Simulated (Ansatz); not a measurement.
Harmonic frequencies (cm⁻¹) at PBE0-D4/def2-TZVP from Ansatz: 48, 63, 101, 130, 198, 244, 284, 484, 540, 577, 638, 822, 887, 1341, 1798, 1956, 2872, 3870.

Each molecule was computed in one conformer, which needn't be the lowest.

Problem. Which molecule is it?
A. `CC1=CB1`
B. `O=[CH][SnH]([OH])[I]`
C. `[CH3][Al]1[BH][NH]1`
D. `C=C(S)Cl`

Solution. B.
